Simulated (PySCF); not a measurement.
A calculated (PBE, PySCF 2.14, x2c-TZVPPall with one added diffuse shell each of s, p, d, f type, the spin-free X2C one-electron Hamiltonian (Gaussian nucleus)) atom or ion has these occupied shells.

```tsv
shell	electrons	orbital energy (eV)	rms radius, mean of both spins (bohr)
1s α	1	-78140.3	0.0194
1s β	1	-78140.3	0.0194
2s α	1	-13727.8	0.0782
2s β	1	-13727.8	0.0782
2p α	3	-11949.6	0.0715
2p β	3	-11949.5	0.0715
3s α	1	-3226.6	0.200
3s β	1	-3226.5	0.200
3p α	3	-2705.8	0.202
3p β	3	-2705.8	0.202
3d α	5	-2117.3	0.184
3d β	5	-2117.3	0.184
4s α	1	-693.51	0.441
4s β	1	-693.44	0.441
4p α	3	-521.63	0.470
4p β	3	-521.56	0.470
4d α	5	-306.61	0.503
4d β	5	-306.53	0.503
5s α	1	-101.71	1.01
5s β	1	-101.22	1.01
4f α	7	-70.558	0.571
4f β	7	-70.438	0.571
5p α	3	-56.639	1.17
5p β	3	-56.010	1.17
5d α	5	-6.628	1.93
6s α	1	-5.992	2.85
5d β	4	-5.711	1.93
```

Question: Name the element and its charge.

Answer: Pt (platinum, neutral), in [Xe] 4f14 5d9 6s1, high-spin 3D determinant.
